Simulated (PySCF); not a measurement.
Cost of one run: excited-state job, C2H3BCl2O2.

Method: TDDFT B3LYP/def2-SVPD, vertical, gas phase, core orbitals frozen in the response (PySCF 2.14.0, density-fitted response routines). Geometry: PBE0-D3(BJ)/def2-SVP. Work: 6 singlets by full TDDFT, polarisability, dynamic polarisability, density fitting. A driver script takes a list of jobs; this job's settings line and coordinates (Å) are shown.

Command:
```bash
OMP_NUM_THREADS=1 python probes_run.py task.json out
```

Input:
```
{"job": {"kind": "uv", "xc": "B3LYP", "basis": "def2-SVPD", "dynamic": true, "nstates": 6, "ntriplets": 0}, "charge": 0, "multiplicity": 1}
O      0.384392     0.495865     1.014553
C      1.307729     0.152883     0.259966
O      1.074699    -0.458248    -0.836579
C     -0.382646    -0.640492    -0.986367
B     -1.008506     0.042758     0.354020
Cl    -1.775869    -1.125508     1.513153
Cl    -1.956857     1.561814     0.056545
H      2.358050     0.359646     0.503693
H     -0.540950    -1.722298    -1.075959
H     -0.650888    -0.148136    -1.929749
```

Hardware: one thread, Arm Neoverse V1 (aarch64) (shared host). PySCF's memory limit was set to 1200 MB.

Q: How large is the basis?

A: 184 functions for 70 electrons, with 727 fitting functions; the fitted three-index integrals, 727 × 184 × 185/2 numbers of 8 bytes, come to 94 MiB.

Q: What wall time should be expected on this hardware?

A: About 24 s. The SCF took 14 cycles.

Q: Estimate the peak memory.

A: About 0.77 GiB. Peak memory is the resident size of the whole Python process, interpreter and libraries included.

The SCF part of the output:
```
coarse grid: 10544 points
cycle   1  E = -1173.1362567552  dE =  1.110e+00  |g| = 7.498e-01  |ddm| = 5.041e+00
cycle   2  E = -1172.9465020502  dE =  1.898e-01  |g| = 1.271e+00  |ddm| = 2.087e+00
cycle   3  E = -1173.2480073502  dE = -3.015e-01  |g| = 1.799e-01  |ddm| = 1.260e+00
cycle   4  E = -1173.2531324869  dE = -5.125e-03  |g| = 8.677e-02  |ddm| = 2.436e-01
cycle   5  E = -1173.2544896607  dE = -1.357e-03  |g| = 2.209e-02  |ddm| = 8.490e-02
cycle   6  E = -1173.2545861354  dE = -9.647e-05  |g| = 4.845e-03  |ddm| = 3.342e-02
cycle   7  E = -1173.2545916868  dE = -5.551e-06  |g| = 1.267e-03  |ddm| = 8.572e-03
final grid: 95648 points
cycle   8  E = -1173.4010819023  dE = -3.371e-05  |g| = 5.673e-03  |ddm| = 8.474e-02
cycle   9  E = -1173.4010767991  dE =  5.103e-06  |g| = 7.645e-03  |ddm| = 1.618e-02
cycle  10  E = -1173.4010887138  dE = -1.191e-05  |g| = 1.128e-03  |ddm| = 8.278e-03
cycle  11  E = -1173.4010889478  dE = -2.340e-07  |g| = 2.639e-04  |ddm| = 1.327e-03
cycle  12  E = -1173.4010889565  dE = -8.677e-09  |g| = 1.584e-04  |ddm| = 3.380e-04
cycle  13  E = -1173.4010889611  dE = -4.644e-09  |g| = 3.758e-05  |ddm| = 1.643e-04
cycle  14  E = -1173.4010889614  dE = -3.015e-10  |g| = 6.770e-06  |ddm| = 4.859e-05
converged SCF energy = -1173.4010889614
```

On the final grid dE counts from the start density on that grid.

Other jobs ran on the host; a repeat could differ by tens of per cent or more.
